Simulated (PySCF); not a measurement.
Positional isomers: norbornane formyl+boryl. Gas-phase values, no solvent. One relaxed conformer stands for each flexible species; it need not be the lowest. Strings in code marks are SMILES.

Quantity: electronic energy of isomers of C8H13BO relative to `B[C@]12CC[C@](C=O)(CC1)C2`, in kcal/mol.

Case: `B[C@@H]1C[C@H]2C[C@@H]1C[C@@H]2C=O`. Geometry of `[C@@H]12[C@H](C[C@@H](C1)[C@H](B)C2)C=O` (neutral, multiplicity 1, Å):

```xyz
23

B     -2.0516     1.7883    -0.4529
C     -1.4929     0.4807     0.1608
C     -0.6110     0.5083     1.4413
C      0.5109    -0.4844     1.1036
C     -0.2308    -1.5449     0.2801
C     -0.7709    -0.5392    -0.7427
C      0.5287     0.1046    -1.2487
C      1.4109     0.1636     0.0170
C      2.7028    -0.6030    -0.1032
O      3.0192    -1.2994    -1.0305
H     -2.2632     2.7592     0.2411
H     -2.3886     1.8246    -1.6167
H     -2.4956     0.0553     0.4278
H     -1.1687     0.1688     2.3277
H     -0.2181     1.5100     1.6728
H      1.0650    -0.8438     1.9844
H      0.4358    -2.3026    -0.1605
H     -1.0216    -2.0543     0.8533
H     -1.4043    -0.9447    -1.5440
H      1.0222    -0.5290    -2.0015
H      0.3618     1.0945    -1.6995
H      1.6807     1.1895     0.3236
H      3.3792    -0.5020     0.7869
```

Predict the electronic energy of isomers of C8H13BO relative to `B[C@]12CC[C@](C=O)(CC1)C2` from PBE0-D4/def2-TZVP // PBE0-D4/def2-SVP (PySCF).

1.22 kcal/mol.
